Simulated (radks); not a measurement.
Numerical settings for the palladium ion Pd+, [Kr] 4d9. Calculated with a radial shooting solver on a logarithmic mesh with Libxc functionals: scalar-relativistic Kohn-Sham, PBE, spin-polarised, spherical densities, point nucleus; open shells are filled with parallel spins first (spin-orbit coupling, left out, can overturn this in heavy ions). The defaults (mesh step 0.008 in ln r, mesh end at 40 bohr or more with all orbitals vanishing there, Anderson mixing 0.5 over 9 steps, residual threshold near 1e-9 with the energy settled to 1e-9 hartree or 1e-11 of itself, here a cap of 52 iterations) give E = -5045.5626 hartree and 4d at -14.265 eV in 14 iterations. Run on one thread of a shared host, so times are rough (Arm Neoverse N1): 0.26 s of CPU time, 0.26 s wall, 14 iterations on 2546 mesh points. Changes against that run (0 stands for a change within the tolerance of the run):

setting                     iterations  converged  E (mhartree)  e(4d) (meV)  CPU (s)
mesh step in ln r 0.003             14        yes             0            0     0.65
mesh step in ln r 0.012             14        yes             0            0     0.18
mesh step in ln r 0.03              14        yes      +0.00121            0     0.09
mesh end (bohr) 5                   14        yes         +14.7         +510     0.24
mesh end (bohr) 3                   13        yes          +656    +8.58e+03     0.22
residual threshold 0.001            10        yes             0      -0.0702     0.21
residual threshold 1e-05            10        yes             0      -0.0702     0.21
mixing 0.05                         17        yes             0            0     0.31
linear mixing, mixing 0.05          52         no         +4.81         -744     0.89
linear mixing, mixing 1             52         no     +5.06e+04    +1.27e+04      1.9
mixing history 2                    25        yes             0            0      0.4
iteration cap 5                      5         no        -0.195         +165     0.11

Settings that end as converged yet miss the energy by more than 1 mhartree: mesh end (bohr) 5 (+0.0147 hartree); mesh end (bohr) 3 (+0.656 hartree). A mesh that ends early acts as a hard wall.
